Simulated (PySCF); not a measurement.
**Two-component Hartree-Fock for Ir³³⁺ (iridium, charge +33)**

Start: [Kr] 4d8; 4d3/2 filled at m_j = -3/2, -1/2, +1/2, +3/2; 4d5/2 filled at m_j = -1/2, +1/2, +3/2, +5/2. Calculated with PySCF 2.14 in an even-tempered Gaussian basis (17 s from 3.3 bohr⁻², ratio 2.8; 14 p from 4.3 bohr⁻², ratio 2.8; 9 d from 4.3 bohr⁻², ratio 2.8; 3 f from 20 bohr⁻², ratio 3): generalised Hartree-Fock with the X2C-1e Hamiltonian and a Gaussian nucleus; one run each with spin-orbit coupling (SO) switched off, then screened by Boettger's factors.

```
spinor shell  electrons  ε, spin-free (eV)  ε, screened SO (eV)  weight of nominal j (screened SO)  rms radius, screened SO (bohr)
       1s1/2          2           -77819.3             -77792.2                              1.000                          0.0197
       2s1/2          2           -14829.8             -14820.9                              1.000                          0.0796
       2p1/2          2           -13060.6             -14229.1                              1.000                          0.0675
       2p3/2          4           -13060.6             -12595.1                              1.000                          0.0753
       3s1/2          2            -4511.4              -4508.4                              1.000                           0.202
       3p1/2          2            -3985.1              -4246.6                              1.000                           0.194
       3p3/2          4            -3985.1              -3878.4                              1.000                           0.209
       3d3/2          4            -3401.8              -3449.0                              1.000                           0.183
       4s1/2          2            -1872.1              -1871.0                              1.000                           0.421
       4p1/2          2            -1676.2              -1756.7                              0.999                           0.423
       4p3/2          4            -1676.2              -1642.4                              1.000                           0.452
       4d3/2          4            -1448.5              -1461.0                              0.990                           0.443
       4d5/2          4            -1448.5              -1438.9                              0.993                           0.450
```

(1) Where does 3d5/2 lie, and what is the 3d spin-orbit splitting (screened SO)?

```
   quantity     spin-free   screened SO
E (hartree)  -17229.95610  -17255.39769
        M_J             4             4
       ⟨J²⟩        20.001        20.001
       ⟨L²⟩        12.001        13.033
       ⟨S²⟩         2.000         1.865
```

Each row is a mean over spinors that exchange with the open shell spreads, by up to 21.861 eV (4p3/2).

Breit and QED terms are absent; they matter most for the inner s and p1/2 levels.

Densities and radii are taken from the X2C orbitals without a picture-change correction, which distorts them close to the nucleus.

Without spin-orbit coupling the j labels of p, d and f shells carry no meaning; the spin-free column gives the mean over the occupied spinors of each nl shell.

Results:

(1) At -3367.6 eV, 81.356 eV above 3d3/2.
